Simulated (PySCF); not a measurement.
Working out the ionisation energy of Ge(2+)

Ge(2+) [Ar] 3d10 4s2 (1S) → Ge(3+) [Ar] 3d10 4s1 (2S). Calculation: PySCF 2.14, in x2c-TZVPPall with one added diffuse shell each of s, p, d type (7s6p5d1f, 57 functions); the spin-free X2C one-electron Hamiltonian (Gaussian nucleus). Frozen: [Ne]. Energies in hartree (1 hartree = 27.21139 eV):

| part | Ge(2+) (lower) | Ge(3+) (upper) |
| --- | --- | --- |
| UHF | -2096.217895 | -2095.035089 |
| MP2 opposite-spin | -0.206392 | -0.169674 |
| MP2 same-spin | -0.093301 | -0.085839 |

Problem. What does Hartree-Fock give?

Solution. (-2095.035089) − (-2096.217895) = 1.182806 hartree = 32.186 eV.

Problem. What do MP2 and SCS-MP2 (6/5 opposite-spin, 1/3 same-spin) give?

Solution. The opposite-spin parts differ by 0.999 eV and the same-spin parts by 0.203 eV. MP2: 32.186 + (0.999) + (0.203) = 33.388 eV. SCS-MP2: 32.186 + 1.2 × (0.999) + (0.203)/3 = 33.452 eV.

Measured between the centres of the two terms (NIST): 34.058 eV, so MP2 (valence and next inner shell) is off by -0.670 eV.

What remains against the reference includes basis incompleteness, the frozen core and correlation beyond second order.
